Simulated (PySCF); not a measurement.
## A small calculation by hand: chemical shift, span and skew from a shielding tensor

CH4SZn, SMILES [CH3][Zn][SH]. Atoms are numbered in the order given.

```xyz
7

Zn     0.2312    -0.2339    -0.0704
C      1.5384    -1.6353    -0.4207
H      1.0498    -2.6206    -0.4857
H      2.2948    -1.6774     0.3790
H      2.0579    -1.4483    -1.3743
S     -1.2350     1.3682     0.2999
H     -1.8080     0.6833     1.3198
```

Geometry optimised at B3LYP-D3(BJ)/def2-SVP. Other conformers were not sampled.

GIAO shieldings from PBE0/pcSseg-1 in PySCF, non-relativistic, no solvent. The symmetric part of the tensor of C2 has the principal values 194.6, 195.8, 201.4 ppm. The same nucleus in TMS has σ = 186.3 ppm at this level (PySCF, at its B3LYP-D3(BJ)/def2-TZVP geometry).

Problem. Work out the isotropic shielding, the ¹³C shift against TMS, the span and the skew.

Solution. 
σ(iso) = (σ11 + σ22 + σ33)/3 = 197.3 ppm. δ = σ(ref) − σ(iso) = 186.3 − (197.3) = -11.0 ppm.
Span Ω = σ33 − σ11 = 6.8 ppm. Skew κ = 3(σ(iso) − σ22)/Ω = 0.65. Tumbling in solution averages the tensor to δ; in a static solid the shielding alone would spread this spin-1/2 line over Ω.
